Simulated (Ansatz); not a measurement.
Input and output for `C[Si](C)(C)C#Cc1ccc(-c2ccc(-c3ccc(-c4ccc(C#C[Si](C)(C)C)s4)s3)s2)s1`.

```yaml
crystal:
  periodic: [false, false, false]
  atoms:
    - {symbol: C, position_ang: [12.057475, -1.823836, -0.848393]}
    - {symbol: Si, position_ang: [11.523390, -0.231034, 0.019150]}
    - {symbol: C, position_ang: [12.366197, -0.084334, 1.705004]}
    - {symbol: C, position_ang: [11.922131, 1.270151, -1.058018]}
    - {symbol: C, position_ang: [9.696920, -0.287552, 0.295858]}
    - {symbol: C, position_ang: [8.476248, -0.333994, 0.502211]}
    - {symbol: C, position_ang: [7.092260, -0.389049, 0.742224]}
    - {symbol: C, position_ang: [6.416035, -0.777419, 1.904101]}
    - {symbol: C, position_ang: [5.011041, -0.708211, 1.784792]}
    - {symbol: C, position_ang: [4.575790, -0.266421, 0.530656]}
    - {symbol: C, position_ang: [3.227713, -0.076352, 0.058837]}
    - {symbol: C, position_ang: [2.779603, 0.371803, -1.186372]}
    - {symbol: C, position_ang: [1.372249, 0.433391, -1.291796]}
    - {symbol: C, position_ang: [0.706824, 0.033840, -0.129343]}
    - {symbol: C, position_ang: [-0.706675, -0.034424, 0.133065]}
    - {symbol: C, position_ang: [-1.372497, -0.447107, 1.290692]}
    - {symbol: C, position_ang: [-2.779764, -0.380659, 1.186833]}
    - {symbol: C, position_ang: [-3.227378, 0.084471, -0.052315]}
    - {symbol: C, position_ang: [-4.575125, 0.284299, -0.521035]}
    - {symbol: C, position_ang: [-5.009154, 0.760627, -1.762880]}
    - {symbol: C, position_ang: [-6.414065, 0.830440, -1.882635]}
    - {symbol: C, position_ang: [-7.091491, 0.407794, -0.733470]}
    - {symbol: C, position_ang: [-8.475849, 0.342732, -0.498185]}
    - {symbol: C, position_ang: [-9.696902, 0.286841, -0.296473]}
    - {symbol: Si, position_ang: [-11.524127, 0.215417, -0.028307]}
    - {symbol: C, position_ang: [-12.203871, -1.323676, -0.891004]}
    - {symbol: C, position_ang: [-11.851789, 0.129484, 1.831088]}
    - {symbol: C, position_ang: [-12.292475, 1.776084, -0.768826]}
    - {symbol: S, position_ang: [-5.943231, -0.080144, 0.507185]}
    - {symbol: S, position_ang: [-1.863518, 0.441480, -1.095539]}
    - {symbol: S, position_ang: [1.864202, -0.422836, 1.106058]}
    - {symbol: S, position_ang: [5.942796, 0.065504, -0.509914]}
    - {symbol: H, position_ang: [11.550588, -1.932270, -1.828578]}
    - {symbol: H, position_ang: [11.808373, -2.713410, -0.235213]}
    - {symbol: H, position_ang: [13.153317, -1.822593, -1.025352]}
    - {symbol: H, position_ang: [12.115591, -0.949964, 2.351101]}
    - {symbol: H, position_ang: [13.469366, -0.050598, 1.587683]}
    - {symbol: H, position_ang: [12.046780, 0.838381, 2.230277]}
    - {symbol: H, position_ang: [11.409257, 1.204209, -2.038894]}
    - {symbol: H, position_ang: [11.600353, 2.210289, -0.566263]}
    - {symbol: H, position_ang: [13.014328, 1.334586, -1.245012]}
    - {symbol: H, position_ang: [6.951068, -1.099674, 2.806624]}
    - {symbol: H, position_ang: [4.313436, -0.972593, 2.591816]}
    - {symbol: H, position_ang: [3.467960, 0.646988, -1.997575]}
    - {symbol: H, position_ang: [0.838612, 0.761134, -2.194777]}
    - {symbol: H, position_ang: [-0.839248, -0.789044, 2.188626]}
    - {symbol: H, position_ang: [-3.468390, -0.663983, 1.995002]}
    - {symbol: H, position_ang: [-4.310705, 1.050455, -2.560383]}
    - {symbol: H, position_ang: [-6.948194, 1.177674, -2.776386]}
    - {symbol: H, position_ang: [-11.993425, -1.294882, -1.979295]}
    - {symbol: H, position_ang: [-11.745638, -2.245550, -0.479239]}
    - {symbol: H, position_ang: [-13.303216, -1.393870, -0.754330]}
    - {symbol: H, position_ang: [-11.443187, 1.020234, 2.349611]}
    - {symbol: H, position_ang: [-12.942667, 0.084400, 2.030826]}
    - {symbol: H, position_ang: [-11.383518, -0.771210, 2.277090]}
    - {symbol: H, position_ang: [-12.079574, 1.846722, -1.854773]}
    - {symbol: H, position_ang: [-11.890038, 2.687197, -0.281780]}
    - {symbol: H, position_ang: [-13.394194, 1.770050, -0.634062]}
basis:
  gaussian: {orbitals: 6-31G, fitting: {mean_field: cc-pVTZ-jkfit}}
magnetization: {spin_polarized: true, initial_magnetization: 0}
hamiltonian: {xc: {name: SPW92}}
```

```sh
$ ansatz run in.yaml --threads 2 --pin off --events-out ev --progress --plain --max-ram 20480MiB --backend cuda --devices 0, --max-vram 18GiB
```

Output, abridged:

```
Functional definition: SPW92
  name "SPW92"
  cite "Dirac, Proc. Camb. Phil. Soc. 26, 376 (1930) doi:10.1017/S0305004100016108"
  cite "Slater, Phys. Rev. 81, 385 (1951) doi:10.1103/PhysRev.81.385"
  cite "Perdew & Wang, Phys. Rev. B 45, 13244 (1992) doi:10.1103/PhysRevB.45.13244"
  exchange = slater_x
  correlation = pw_c
3560 factors; integrals over basis functions are off by at most 1.7e-3 eV
mean field evaluation 1: about -85935.1030 eV, gradient 1.1e2 eV
mean field evaluation 2: about -85846.8412 eV, gradient 1.6e2 eV
mean field evaluation 4: about -85998.8126 eV, gradient 2.7e1 eV
mean field evaluation 8: about -86002.3559 eV, gradient 8.3e-1 eV
mean field evaluation 16: about -86002.3510 eV, gradient 2.4e-3 eV
mean field -86002.35099898 eV, -3160.5281047253 hartree, gradient 8.6e-5 eV, S^2 0.000000; 0 other end points of the search recorded, 0 dependent functions left out
reference -86002.35108723 eV, -3160.5281079683 hartree; 137, 137 occupied and 227, 227 virtual orbitals, 3560 factors
Total energy: -86002.35108723 eV, -3160.5281079683 hartree
```

Run time 4.7 s (2 threads of AMD EPYC 7R13 on a shared host and a share (18 GiB) of an NVIDIA H100 80GB HBM3).
